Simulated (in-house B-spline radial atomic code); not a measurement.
Multiplet parameters of the 4d2 shell in Ru6+ ([Kr] 4d2). Method: non-relativistic Hartree-Fock, average of configuration, point nucleus. Calculated with a B-spline radial code for spherical atoms.

Slater integrals: F^2 = 81443 cm⁻¹, F^4 = 54415 cm⁻¹. Central-field spin-orbit parameter ζ(4d) = 1656 cm⁻¹ (bare central field on non-relativistic orbitals, without two-electron terms: too large for light atoms, too small for heavy ones).

What are Racah's B and C?

B = F^2/49 - 5F^4/441 = 1045 cm⁻¹, C = 35F^4/441 = 4319 cm⁻¹, C/B = 4.13.

Where do the terms lie in LS coupling, without spin-orbit interaction?

In cm⁻¹ above the Hund's-rule term:
| term | expression | energy |
| --- | --- | --- |
| 3F | 0B + 0C | 0 |
| 1D | 5B + 2C | 13863 |
| 3P | 15B + 0C | 15677 |
| 1G | 12B + 2C | 21179 |
| 1S | 22B + 7C | 53224 |

How far can these numbers be trusted?

Unscaled Hartree-Fock integrals overestimate measured term splittings, because correlation screens the repulsion; fits to spectra scale them down, most for low charges. Here ζ is 1.58 times B, so the coupling is intermediate: spin-orbit interaction mixes the terms, and LS labels name only the largest part.
